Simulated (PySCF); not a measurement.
A side-by-side comparison of computed properties.

First species: C₄H₆N₂OS.
Atom-mapped SMILES: `[CH3:1][O:2][CH2:3][c:4]1[cH:5][n:6][s:7][n:8]1` (hydrogens: H9, H10, H11 on C1; H12, H13 on C3; H14 on C5)

Geometry (GFN2-xTB, Å), atoms numbered from 1 in this order:
```
atom  x, y, z in Å
C1    -2.4135    0.0824    0.0417
O2    -1.0606    0.3767   -0.1938
C3    -0.1893   -0.5749    0.3627
C4     1.2220   -0.1942    0.0676
C5     1.6510    0.9419   -0.6563
N6     2.9556    1.0213   -0.7570
S7     3.6206   -0.2455    0.0051
N8     2.2315   -0.9305    0.4858
H9    -2.6363    0.0581    1.1157
H10   -2.9875    0.8771   -0.4299
H11   -2.6950   -0.8827   -0.3978
H12   -0.3892   -1.5777   -0.0509
H13   -0.3265   -0.6393    1.4552
H14    1.0164    1.6869   -1.0953
```

Second species: C₅H₉P.
Cartesian coordinates in Å at the GFN2-xTB level; atoms count from 1:
```
atom  x, y, z in Å
C1     2.180    0.126   -0.281
C2     0.819    0.120    0.276
C3    -0.336    0.729    0.371
C4    -1.156    1.891   -0.005
P5    -0.331   -0.828    1.362
C6    -1.057   -2.051    0.130
H7     2.354    1.040   -0.849
H8     2.321   -0.732   -0.938
H9     2.914    0.057    0.522
H10   -1.477    2.425    0.889
H11   -2.048    1.567   -0.541
H12   -0.585    2.567   -0.641
H13   -0.263   -2.518   -0.449
H14   -1.589   -2.826    0.678
H15   -1.752   -1.555   -0.546
```

Levels: PBE0/def2-SVPD for dipole moment, HOMO energy, LUMO energy, HOMO–LUMO gap, static isotropic polarisability and electronic spatial extent ⟨r²⟩ about the centre of nuclear charge; TDDFT PBE0/def2-SVPD for lowest singlet excitation; TDA PBE0/def2-SVPD for lowest triplet excitation (Tamm–Dancoff); GFN2-xTB for rotational constant A and rotational constant C. Geometries: GFN2-xTB. All species are isolated and taken at one optimised geometry, non-relativistic unless stated; the electronic structure was computed with PySCF and density fitting.

Dipoles, sizes and rotational constants follow the conformer. The torsions of the flexible species, by atom-mapped SMILES:
- `[CH3:1][O:2][CH2:3][c:4]1[cH:5][n:6][s:7][n:8]1`: C1–O2–C3–C4 180°, O2–C3–C4–C5 0°

| property | column X | column Y |
| --- | --- | --- |
| dipole moment | 2.05 D | 2.69 D |
| HOMO energy | -6.13 eV | -7.67 eV |
| LUMO energy | 0.43 eV | -1.52 eV |
| HOMO–LUMO gap | 6.56 eV | 6.15 eV |
| lowest singlet excitation | 5.20 eV | 5.05 eV |
| lowest triplet excitation (Tamm–Dancoff) | 4.16 eV | 3.89 eV |
| static isotropic polarisability | 86.2 au | 81.8 au |
| electronic spatial extent ⟨r²⟩ about the centre of nuclear charge | 811 bohr² | 1373 bohr² |
| rotational constant A | 3.122 GHz | 6.659 GHz |
| rotational constant C | 1.718 GHz | 0.796 GHz |

Q: Which column belongs to which species?

A: Column X is the second species and column Y the first. The first has 14 atoms and 68 electrons, the second 15 and 54.

Q: How does each property change from the first species to the second?

A: dipole moment -0.64 D; HOMO energy +1.54 eV; LUMO energy +1.95 eV; HOMO–LUMO gap +0.41 eV; lowest singlet excitation +0.15 eV; lowest triplet excitation (Tamm–Dancoff) +0.27 eV; static isotropic polarisability +4.4 au; electronic spatial extent ⟨r²⟩ about the centre of nuclear charge -562 bohr²; rotational constant A -3.537 GHz; rotational constant C +0.922 GHz.

On the first: The vertical singlet–triplet gap S1 − T1 is 1.16 eV (TDDFT singlet less Tamm–Dancoff triplet; S1: HOMO−2→LUMO, weight 0.99; T1: HOMO→LUMO, weight 0.85). The dipole matches unit charges of opposite sign 0.56 Å apart (1 e·Å = 4.8032 D).

On the second: The vertical singlet–triplet gap S1 − T1 is 1.04 eV (TDDFT singlet less Tamm–Dancoff triplet; S1: HOMO→LUMO, weight 0.86; T1: HOMO→LUMO, weight 0.78). S1 lies 1.36 eV below the HOMO–LUMO gap; its leading configuration is HOMO→LUMO, weight 0.86. GFN2-xTB frequencies show an imaginary mode (94i cm⁻¹), so this geometry is no minimum at that level.
